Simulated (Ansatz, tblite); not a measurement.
Spin states of the cluster Si2Mo2 (the lowest singlet isomer of a short search), each relaxed with PBE0-D4/def2-SVP in Ansatz. Electronic energies in the gas phase.

In the def2 sets Mo takes a core potential; there is no spin–orbit coupling. The xTB rows come from tblite. B3LYP takes the VWN-RPA correlation. Correlated methods freeze 10 core orbitals; core or outer-core shells of Mo are correlated, in sets that lack core-valence functions. The structure comes from a short search, and lower isomers may exist.

Singlet geometry (C2v within 0.1 Å):

Cartesian coordinates in Å:
```
Mo 0.166 -0.327 1.326
Mo -1.243 -0.549 -0.219
Si 1.078 -0.651 -0.890
Si -0.001 1.526 -0.218
```

Triplet geometry (Cs within 0.1 Å):

Cartesian coordinates in Å:
```
Mo 1.453 -0.475 -0.289
Mo 0.267 1.283 0.097
Si -0.667 -0.533 1.274
Si -1.052 -0.276 -1.082
```

Quintet geometry (C2v within 0.1 Å):

```xyz
4

Mo    0.1365    0.0754    1.4659
Mo   -1.1462   -0.9250    0.0628
Si    1.2194   -0.4620   -0.7853
Si   -0.2097    1.3116   -0.7435
```

⟨S²⟩: triplet 2.18 at PBE0-D4/def2-TZVP (pure 2.00), quintet 6.03 at PBE0-D4/def2-TZVP (pure 6.00).

Run but left out: HF/STO-3G, B2PLYP/def2-TZVP (singlet: restricted singlet, unstable in another Hartree–Fock run and untested here); HF/def2-TZVP, MP2/def2-TZVP (singlet: restricted singlet, unstable towards broken spin symmetry); LC-ωPBE/def2-TZVP (triplet: ⟨S²⟩ 2.54, where a pure state has 2.00).

Only these spin states were relaxed.

```
                 level  triplet − singlet (kJ/mol)  quintet − singlet (kJ/mol)  lowest of these                                  remarks
              GFN1-xTB                       -87.6                       -13.9          triplet                                        –
   r2SCAN-D4/def2-TZVP                        39.8                       125.9          singlet  spin-contaminated (⟨S²⟩ 2.17) (triplet)
     PBE0-D4/def2-TZVP                        33.2                       112.5          singlet  spin-contaminated (⟨S²⟩ 2.18) (triplet)
CAM-B3LYP-D4/def2-TZVP                        31.5                       108.4          singlet  spin-contaminated (⟨S²⟩ 2.20) (triplet)
     ωB97M-V/def2-TZVP                        29.2                       111.9          singlet  spin-contaminated (⟨S²⟩ 2.24) (triplet)
```

Q: Estimate the rows for GFN2-xTB, PBE-D4/def2-TZVP, B3LYP-D4/def2-TZVP, RPA@PBE/def2-TZVP.

A: 
```tsv
level	triplet − singlet (kJ/mol)	quintet − singlet (kJ/mol)	lowest of these
GFN2-xTB	-18.9	48.2	triplet
PBE-D4/def2-TZVP	50.7	142.3	singlet
B3LYP-D4/def2-TZVP	41.6	125.5	singlet
RPA@PBE/def2-TZVP	57.4	156.5	singlet
```

The xTB methods have no spin-polarisation term.
